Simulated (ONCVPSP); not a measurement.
## Before and after: ONCV potential for N (Z = 7)

ONCVPSP 4.0.1 input, shortened (lines: element, Z, core and valence counts, functional; n l f; lmax; l rc ep ncon nbas qcut; lloc lpopt rc5 dvloc0; l nproj debl; icmod fcfact rcfact), LDA (Perdew-Zunger), scalar-relativistic:

```
  N 7.00    1    2        3      upf
    1    0    2.00
    2    0    2.00
    2    1    3.00
    2
    0    1.05    0.00    3    6    7.30
    1    1.45    0.00    3    6   11.30
    2    1.25    0.13    3    6    8.10
    4    5    0.75    3.00
    0    2    0.50
    1    2    2.70
    2    3    3.40
    3    2.25    1.60
```

In the s channel the program set the typed energies aside and used -0.677, 0.250 Ha.

Change: p: qcut 15.5.

Cutoffs: the cutoffs (Ha) at which the residual kinetic energy of the hardest occupied pseudo-wave falls to 1 and 0.1 mHa per electron; they do not see the model core or the augmentation charge, which bear on the density cutoff. Errors are all-electron minus pseudo energies relative to the spin-unpolarised reference configuration.

Q: Predict the effect on cutoff, ghosts and configuration errors.

A: The potential gets neither clearly harder nor softer (31 Ha and 62 Ha → 33 Ha and 62 Ha); of the 4 tests that both files solve, the error grows in 0 and shrinks in 3 by more than 15 % and 0.3 meV (median size 48.6 → 40.8 meV); neither file shows a bound ghost.

| quantity | base | changed |
| --- | --- | --- |
| cutoff, loose | 31 Ha | 33 Ha |
| cutoff, tight | 62 Ha | 62 Ha |
| loose cutoff by channel | s 23 Ha, p 31 Ha | s 23 Ha, p 33 Ha |
| bound ghosts | none | none |
| GHOST(+) flags under 300 eV | none | none |
| error for 2s2 2p2, meV [ΔE 13.73 eV] | +9.6 | +7.9 |
| error for 2s2 2p1, meV [ΔE 42.70 eV] | +88 | +74 |
| error for 2s2 2p0, meV [ΔE 89.87 eV] | +373 | +318 |
| error for 2s2 2p2.5, meV [ΔE 5.17 eV] | +1.3 | +1.0 |
| s: phases at 1.06 bohr within 0.05 rad from the reference energy up to (Ha; the scan ends near 5) | to the end of the scan | to the end of the scan |
| p: phases at 1.47 bohr within 0.05 rad from the reference energy up to (Ha; the scan ends near 5) | to the end of the scan | to the end of the scan |
| d: phases at 1.27 bohr within 0.05 rad from the reference energy up to (Ha; the scan ends near 5) | to the end of the scan | to the end of the scan |
| rms error of d²Exc/dni dnj with the model core, mHa | 1.11 | 1.08 |
